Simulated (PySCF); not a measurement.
These 2 structures share the formula C6H10O2Si. Theory: PySCF 2.14.0, PBE0-D3(BJ)/def2-SVP geometry optimisation, gas phase. One conformer each; no zero-point energy, no entropy. No frequencies were run at this level. Point groups hold within 0.08 Å.

Task: Order them by energy at this level, lowest first, and give relative energies in kcal/mol.
A. `[CH3:1][C:2]#[C:3][SiH:4]1[O:5][CH2:6][CH2:7][CH2:8][O:9]1` with C3–Si4–O5–C6 147°, Si4–O5–C6–C7 -45°, O5–C6–C7–C8 59°, C6–C7–C8–O9 -59°
B. `[CH3:1][C:2](=[O:3])[O:4][SiH:5]1[CH2:6][CH:7]=[CH:8][CH2:9]1` with C1–C2–O4–Si5 180°, C2–O4–Si5–C6 171°

Result: B (0.0), A (25.4).

As drawn, the lower has a C=O bond, a C(=O)–O unit and a C=C bond outside aromatic rings, which the higher lacks; the higher has a C≡C bond, which the lower lacks.

```
             SMILES      E (Eh)  E rel (kcal/mol)  dipole (D)  point group       A, B, C (MHz)
CC(=O)O[SiH]1CC=CC1  -673.73516               0.0        1.70           C1  3178, 838.6, 760.2
   CC#C[SiH]1OCCCO1  -673.69460              25.4        0.93      near Cs  3198, 700.3, 646.1
```

Task: How do the relative energies change in single points at PBE0/pcSseg-1 (no added dispersion term) on the same geometries?

Result: 
```csv
SMILES,PBE0-D3(BJ)/def2-SVP (kcal/mol),PBE0/pcSseg-1 (kcal/mol),shift
CC(=O)O[SiH]1CC=CC1,0.0,0.0,0.0
CC#C[SiH]1OCCCO1,25.4,23.3,-2.1
```

Each column counts from its own lowest isomer. The order is unchanged; the largest shift is 2.1 kcal/mol.
